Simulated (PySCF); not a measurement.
Input file for PySCF: R-HF/STO-3G on GaH6N3 (SMILES [NH2][Ga]([NH2])[NH2]), a point of a torsion scan.

```python
from pyscf import gto, scf, dft, mp
from pyscf.data.elements import chemcore

mol = gto.M(
    atom='''
    N    -0.60183804    1.77550059   -0.19599750
    Ga   -0.40549741   -0.05522527   -0.42061372
    N     0.43306023   -1.13327630    0.79799943
    N    -0.83216299   -0.76474589   -2.04542098
    H    -1.44870614    2.07081488    0.28323719
    H     0.16960771    2.19246726    0.32221121
    H     0.47629168   -2.13570975    0.67606919
    H     0.49629240   -0.91286615    1.78349117
    H    -1.37022737   -0.20360519   -2.69420073
    H    -1.06868490   -1.74118482   -2.16811258
    ''',
    basis='sto-3g',
    charge=0, spin=0, verbose=3, max_memory=1800)
mf = scf.RHF(mol)
mf.conv_tol = 1e-8
mf.max_cycle = 100
mf.kernel()
if not mf.converged:
    mf = mf.newton().run(mf.mo_coeff, mf.mo_occ)
```

The log:

```
converged SCF energy = -2065.63990011607
```

The run converged.

Cost: very roughly 0.6 core-seconds.
